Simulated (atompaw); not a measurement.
# Logarithmic derivatives: potassium, PAW (atompaw)

| Item | Value |
| --- | --- |
| Element | potassium (K) |
| Generator | atompaw 4.2.0.5 |
| Type | PAW |
| Functional | LDA (PW92) |
| Relativity | scalar-relativistic |
| Frozen core | [Ne] |
| Valence charge | 9 |
| Reference configuration | 3s2 3p6 3d1 4s0 4p0 |
| Partial waves | 3s (bound): rc 2.15 bohr; 4s (bound, empty): rc 2.35 bohr; 3p (bound): rc 2.00 bohr; 4p (bound, empty): rc 3.00 bohr; 3d (bound): rc 3.00 bohr; 3d channel at 1.45 Ry: rc 3.00 bohr |
| Local potential | bessel scheme, radius 2.50 bohr |
| Core correction | smooth core density matched at 1.95 bohr |
| Augmentation charge | gaussian compensation charge, radius 2.45 bohr; PAW radius 3.00 bohr; waves and projectors: custom polynom2 7 10 vanderbiltortho |

The phase is arctan(r·u′/u) with u = r·R(r), unwrapped; energies in Ry, scanned from -5 to 5 Ry. A pole is an energy at which the radial function vanishes at the test radius. The pseudo phase is shifted by a multiple of π to meet the all-electron one at the reference energy, and phase errors are pseudo minus all-electron; the curves can meet again beyond the range given. Levels narrower than the energy grid can be missing from the lists of poles.

| channel | radius (bohr) | reference energy (Ry) | poles, all-electron | poles, pseudo | unbroken range about the reference energy with phases within 0.05 rad | phase error 1 Ry above the reference energy (rad) |
| --- | --- | --- | --- | --- | --- | --- |
| s | 3.01 | -0.23 | -2.64, 2.17 | -2.64, 2.19 | below 4.8 | +0.001 |
| p | 3.01 | -0.11 | -1.38, 2.91 | -1.38, 2.57 | below 0.7 | -0.072 |
| d | 3.01 | -0.05 | 0.52, 3.99 | 0.53 | below 1.8 | +0.005 |

Phases in the p channel:

```
E (Ry)  all-electron  pseudo
 -5.00         1.413   1.411
 -4.76         1.409   1.407
 -4.52         1.404   1.402
 -4.28         1.399   1.396
 -4.04         1.392   1.390
 -3.80         1.386   1.383
 -3.56         1.378   1.375
 -3.32         1.369   1.366
 -3.08         1.358   1.356
 -2.84         1.345   1.343
 -2.60         1.329   1.326
 -2.36         1.306   1.303
 -2.12         1.270   1.267
 -1.88         1.196   1.193
 -1.64         0.798   0.792
 -1.40        -1.545  -1.545
 -1.16        -1.736  -1.737
 -0.92        -1.807  -1.808
 -0.68        -1.862  -1.863
 -0.44        -1.921  -1.921
 -0.20        -1.997  -1.998
  0.04        -2.110  -2.111
  0.28        -2.301  -2.305
  0.52        -2.665  -2.687
  0.76        -3.298  -3.361
  1.00        -3.895  -3.964
  1.24        -4.223  -4.278
  1.48        -4.396  -4.442
  1.72        -4.499  -4.540
  1.96        -4.567  -4.606
  2.20        -4.616  -4.655
  2.44        -4.655  -4.694
  2.68        -4.686  -4.726
  2.92        -4.713  -4.756
  3.16        -4.738  -4.784
  3.40        -4.761  -4.812
  3.64        -4.784  -4.841
  3.88        -4.809  -4.874
  4.12        -4.835  -4.912
  4.36        -4.866  -4.958
  4.60        -4.904  -5.019
  4.84        -4.954  -5.105
```
